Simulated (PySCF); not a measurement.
iridium atom (Ir), quartet (core potentials on Ir); HF/def2-SVP (PySCF).

The PySCF input:
```python
from pyscf import gto, scf

mol = gto.M(
    atom='''
Ir    0.00000000    0.00000000    0.00000000
''',
    basis='def2-svp',
    ecp={'Ir': 'def2-svp'},
    spin=3,
    verbose=4,
)

mf = scf.UHF(mol)
mf.kernel()
```

It wrote (shortened):

```
PySCF version 2.14.0

[INPUT] verbose = 4
[INPUT] num. atoms = 1
[INPUT] num. electrons = 17
[INPUT] charge = 0
[INPUT] spin (= nelec alpha-beta = 2S) = 3
[INPUT] symmetry False subgroup None
[INPUT] Mole.unit = angstrom
[INPUT] Symbol           X                Y                Z      unit          X                Y                Z       unit  Magmom
[INPUT]  1 Ir     0.000000000000   0.000000000000   0.000000000000 AA    0.000000000000   0.000000000000   0.000000000000 Bohr   0.0

nuclear repulsion = 0
number of shells = 12
number of NR pGTOs = 57
number of NR cGTOs = 32
basis = def2-svp
ecp = {'Ir': 'def2-svp'}

******** <class 'pyscf.scf.uhf.UHF'> ********
method = UHF
initial guess = minao
damping factor = 0
level_shift factor = 0
DIIS = <class 'pyscf.scf.diis.CDIIS'>
diis_start_cycle = 1
diis_space = 8
diis_damp = 0
SCF conv_tol = 1e-09
SCF conv_tol_grad = None
SCF max_cycles = 50
direct_scf = True
direct_scf_tol = 1e-13
number electrons alpha = 10  beta = 7
Set gradient conv threshold to 3.16228e-05
init E= -91.2323979978269

cycle= 1 E= -103.338296993602  delta_E= -12.1  |g|= 0.477  |ddm|= 5.79
cycle= 2 E= -103.388054117391  delta_E= -0.0498  |g|= 0.188  |ddm|= 0.654
cycle= 3 E= -103.403060741284  delta_E= -0.015  |g|= 0.0374  |ddm|= 0.277
cycle= 4 E= -103.405157575283  delta_E= -0.0021  |g|= 0.022  |ddm|= 0.058
cycle= 5 E= -103.407307463391  delta_E= -0.00215  |g|= 0.022  |ddm|= 0.0581
cycle= 6 E= -103.404263749058  delta_E= 0.00304  |g|= 0.0216  |ddm|= 0.0825
cycle= 7 E= -103.389898031145  delta_E= 0.0144  |g|= 0.0468  |ddm|= 0.471
cycle= 8 E= -103.389318664083  delta_E= 0.000579  |g|= 0.0537  |ddm|= 0.0195
cycle= 9 E= -103.395768150231  delta_E= -0.00645  |g|= 0.0312  |ddm|= 0.268
cycle= 10 E= -103.389679498049  delta_E= 0.00609  |g|= 0.0141  |ddm|= 0.352
cycle= 11 E= -103.389995546055  delta_E= -0.000316  |g|= 0.0086  |ddm|= 0.0414
cycle= 12 E= -103.390251555727  delta_E= -0.000256  |g|= 0.00944  |ddm|= 0.0203
cycle= 13 E= -103.388975900824  delta_E= 0.00128  |g|= 0.00694  |ddm|= 0.117
cycle= 14 E= -103.388418743078  delta_E= 0.000557  |g|= 0.00555  |ddm|= 0.0954
cycle= 15 E= -103.388442187208  delta_E= -2.34e-05  |g|= 0.00337  |ddm|= 0.0245
cycle= 16 E= -103.388475667151  delta_E= -3.35e-05  |g|= 0.00338  |ddm|= 0.00885
cycle= 17 E= -103.388416916153  delta_E= 5.88e-05  |g|= 0.00316  |ddm|= 0.0141
cycle= 18 E= -103.388300575123  delta_E= 0.000116  |g|= 0.00284  |ddm|= 0.0339
cycle= 19 E= -103.388195115779  delta_E= 0.000105  |g|= 0.0024  |ddm|= 0.0345
cycle= 20 E= -103.388077553206  delta_E= 0.000118  |g|= 0.00192  |ddm|= 0.0516
cycle= 21 E= -103.388079997876  delta_E= -2.44e-06  |g|= 0.002  |ddm|= 0.00522
cycle= 22 E= -103.388024254706  delta_E= 5.57e-05  |g|= 0.00163  |ddm|= 0.0261
cycle= 23 E= -103.387948065174  delta_E= 7.62e-05  |g|= 0.000949  |ddm|= 0.0765
cycle= 24 E= -103.387952077861  delta_E= -4.01e-06  |g|= 0.000849  |ddm|= 0.00668
cycle= 25 E= -103.387950121492  delta_E= 1.96e-06  |g|= 0.000613  |ddm|= 0.0077
cycle= 26 E= -103.38795018832  delta_E= -6.68e-08  |g|= 0.000651  |ddm|= 0.00194
cycle= 27 E= -103.387949841007  delta_E= 3.47e-07  |g|= 0.000659  |ddm|= 0.000838
cycle= 28 E= -103.387949634126  delta_E= 2.07e-07  |g|= 0.000661  |ddm|= 0.00159
cycle= 29 E= -103.387949872221  delta_E= -2.38e-07  |g|= 0.000593  |ddm|= 0.00319
cycle= 30 E= -103.387949034522  delta_E= 8.38e-07  |g|= 0.000499  |ddm|= 0.00575
cycle= 31 E= -103.387947536895  delta_E= 1.5e-06  |g|= 0.000425  |ddm|= 0.00457
cycle= 32 E= -103.387946125181  delta_E= 1.41e-06  |g|= 0.000395  |ddm|= 0.00631
cycle= 33 E= -103.387944672403  delta_E= 1.45e-06  |g|= 0.000367  |ddm|= 0.00419
cycle= 34 E= -103.387942126338  delta_E= 2.55e-06  |g|= 0.000325  |ddm|= 0.00721
cycle= 35 E= -103.38794080411  delta_E= 1.32e-06  |g|= 0.000302  |ddm|= 0.0054
cycle= 36 E= -103.387941170321  delta_E= -3.66e-07  |g|= 0.000298  |ddm|= 0.00163
cycle= 37 E= -103.387942354616  delta_E= -1.18e-06  |g|= 0.000295  |ddm|= 0.00348
cycle= 38 E= -103.387942852612  delta_E= -4.98e-07  |g|= 0.000296  |ddm|= 0.00162
cycle= 39 E= -103.387942892901  delta_E= -4.03e-08  |g|= 0.000294  |ddm|= 0.000491
cycle= 40 E= -103.38794353452  delta_E= -6.42e-07  |g|= 0.000291  |ddm|= 0.00217
cycle= 41 E= -103.387943561742  delta_E= -2.72e-08  |g|= 0.000289  |ddm|= 0.000856
cycle= 42 E= -103.387943539725  delta_E= 2.2e-08  |g|= 0.000289  |ddm|= 7.79e-05
cycle= 43 E= -103.387943715503  delta_E= -1.76e-07  |g|= 0.000289  |ddm|= 0.000572
cycle= 44 E= -103.387944052257  delta_E= -3.37e-07  |g|= 0.00029  |ddm|= 0.0021
cycle= 45 E= -103.387944413294  delta_E= -3.61e-07  |g|= 0.000287  |ddm|= 0.00152
cycle= 46 E= -103.387944050267  delta_E= 3.63e-07  |g|= 0.000287  |ddm|= 0.0011
cycle= 47 E= -103.387944068474  delta_E= -1.82e-08  |g|= 0.000289  |ddm|= 0.000212
cycle= 48 E= -103.387944909176  delta_E= -8.41e-07  |g|= 0.000274  |ddm|= 0.00339
cycle= 49 E= -103.387947903704  delta_E= -2.99e-06  |g|= 0.000243  |ddm|= 0.0137
cycle= 50 E= -103.387948682141  delta_E= -7.78e-07  |g|= 0.000239  |ddm|= 0.00491
SCF not converged.
SCF energy = -103.387948682141 after 50 cycles  <S^2> = 3.7529288  2S+1 = 4.0014641
```

Convergence was not reached.
